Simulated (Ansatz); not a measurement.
Gas-phase electronic energies from Ansatz, PBE0-D4/def2-TZVP geometries. CCSD(T)/CBS is the MP2 limit (def2-TZVPP, def2-QZVPP) plus CCSD(T) − MP2 in def2-TZVPP, frozen cores. Functionals use def2-TZVPP. B3LYP here is the variant with VWN-RPA as its local correlation; programs differ in this. def2 core potentials past Kr. For Sn outer-core shells are correlated without core-valence functions, which leaves a few kJ/mol of doubt a bond. One conformer a species, not always the lowest.

Reaction (formal exchange of groups at the Si–B bond): `C[B]([SiH3])[SnH3]` + `C=CSC` → `C=CS[SiH3]` + `C[B](C)[SnH3]`

```csv
level,ΔE (kJ/mol),difference from CCSD(T)/CBS
B2PLYP,-121.9,-0.8
PBE,-111.4,9.7
r2SCAN,-119.9,1.2
B3LYP,-118.4,2.7
SCS-MP2/def2-TZVPP,-124.4,-3.3
CCSD/def2-TZVPP,-120.2,0.9
HF/def2-QZVPP,-125.6,-4.5
MP2/def2-QZVPP,-129.3,-8.2
HF/CBS(def2),-125.6,-4.5
MP2/CBS(def2),-130.1,-9.0
CCSD(T)/CBS,-121.1,0
```

Largest T1 diagnostic among the species: 0.014.

From PBE to PBE0 (25 % exact exchange), in def2-TZVPP and without D4, ΔE moves by −5.1 kJ/mol.
